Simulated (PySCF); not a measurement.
## Where the electron goes

Species: C3H8O3Si.
Structure used (GFN2-xTB), in Å, numbered top down from 1:
```xyz
15
C3H8O3Si angstrom
C     -2.736    0.688   -0.166
O     -1.394    0.305   -0.186
Si    -0.615   -0.749    0.770
O      0.902   -0.820    0.212
C      1.750    0.226   -0.142
C      2.958   -0.302   -0.868
O      3.877    0.363   -1.251
H     -3.006    1.112    0.803
H     -2.884    1.438   -0.943
H     -3.384   -0.169   -0.362
H     -0.675   -0.277    2.156
H     -1.031   -2.131    0.599
H      1.234    0.943   -0.795
H      2.082    0.777    0.748
H      2.915   -1.397   -1.020
```

Computed with TDDFT PBE0/def2-SVPD, vertical, gas phase, core orbitals frozen in the response in PySCF 2.14.0, density-fitted response routines.

Frontier orbitals with the atoms that hold most of them (Löwdin shares over 4%, at most four atoms; ? is withheld):

```
orbital  ε (eV)                             atoms
 LUMO+2    0.53    Si3 38%, H11 10%, O2 9%, C5 9%
 LUMO+1    0.22  Si3 25%, C1 19%, O2 11%, H11 10%
   LUMO       ?    C6 43%, O7 33%, C5 10%, H15 6%
   HOMO   -7.62                                 ?
 HOMO-1   -8.43                                 ?
 HOMO-2   -8.80    O4 43%, O2 15%, C5 12%, H14 6%
 HOMO-3   -9.31     O2 51%, C1 17%, H9 9%, Si3 8%
```

(1) Give the leading atoms of the HOMO.

(2) Which atoms hold the HOMO-1, and with what shares?

(3) What is the LUMO energy, and the HOMO–LUMO gap?

## Answers

(1) O7 (bonded to C) 56%; C6 (bonded to C, O and H) 17%; C5 (bonded to C, O and 2 H) 11%; H15 (bonded to C) 9%. By element: oxygen 56% or more, carbon 28% or more, hydrogen 9% or more.

(2) O2 (bonded to C and Si) 37%; Si3 (bonded to 2 O and 2 H) 16%; H11 (bonded to Si) 11%; H12 (bonded to Si) 9%. By element: oxygen 37% or more, hydrogen 20% or more, silicon 16%.

(3) ε(LUMO) = -0.99 eV; the gap is 6.63 eV (0.2437 hartree).

Q: How does S1 compare with the orbital gap of 6.63 eV?

A: S1 is at 4.27 eV (f = 0.0001), 2.36 eV below the gap, made of HOMO→LUMO (98%). 

Q: One configuration dominates each of S1, S4 and S6. Which, and how do the shares of the two leading atoms of either orbital change from the occupied to the empty one?

A: 
- S1 (4.27 eV, f 0.0001), HOMO→LUMO (98%): O7 56% → 33%, C6 17% → 43%; low, almost dark, from the terminal oxygen into the C=O bond, the pattern of n→π*
- S4 (7.08 eV, f 0.0065), HOMO→LUMO+1 (79%): O7 56% → at most 10%, C6 17% → at most 10%, Si3 at most 8% → 25%, C1 at most 8% → 19%
- S6 (7.26 eV, f 0.0027), HOMO-1→LUMO+1 (71%): O2 37% → 11%, Si3 16% → 25%, C1 at most 9% → 19%

One conformer stands for the species.
